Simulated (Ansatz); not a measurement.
Relaxation of ClH3OSn (6 atoms, charge 0, multiplicity 1), to a largest force component of 0.03 eV/Å in at most 50 steps.

All numbers below come from RKS PBE0-D4/def2-SVP (Ansatz 0.2.0).

```xyz
6
Properties=species:S:1:pos:R:3
Sn 0.006 0.447 -1.216
O 1.444 0.013 1.541
H 0.672 0.197 2.092
H 1.197 -0.856 1.143
H -1.294 1.183 -0.238
Cl -0.450 -1.812 -0.395
```

Where does it end, and by what steps?

The forces met the threshold. After 7 steps the energy has fallen by 0.384 eV; O2 moved furthest, 0.40 Å. Joined: Sn1–O2 (3.14 → 2.41 Å).

```json
{"step": "0", "energy less start (eV)": "0.0000", "largest force component (eV/Å)": "0.865", "accepted": "yes"}
{"step": "1", "energy less start (eV)": "-0.1290", "largest force component (eV/Å)": "1.381", "accepted": "yes"}
{"step": "2", "energy less start (eV)": "-0.2894", "largest force component (eV/Å)": "1.285", "accepted": "yes"}
{"step": "3", "energy less start (eV)": "-0.3416", "largest force component (eV/Å)": "1.133", "accepted": "yes"}
{"step": "4", "energy less start (eV)": "-0.3680", "largest force component (eV/Å)": "0.476", "accepted": "yes"}
{"step": "5", "energy less start (eV)": "-0.3679", "largest force component (eV/Å)": "0.598", "accepted": "no"}
{"step": "6", "energy less start (eV)": "-0.3834", "largest force component (eV/Å)": "0.074", "accepted": "yes"}
{"step": "7", "energy less start (eV)": "-0.3836", "largest force component (eV/Å)": "0.028", "accepted": "yes"}
```

```xyz
6
Properties=species:S:1:pos:R:3
Sn 0.210 0.442 -0.946
O 1.223 0.042 1.204
H 0.663 0.414 1.899
H 0.968 -0.903 1.167
H -1.137 1.090 0.050
Cl -0.352 -1.913 -0.446
```

Whether the end is a true minimum wasn't checked by a vibrational analysis.

The run took 15 s on 1 thread of Intel(R) Xeon(R) 6975P-C (Granite Rapids), on a shared host, peak memory 0.16 GiB.
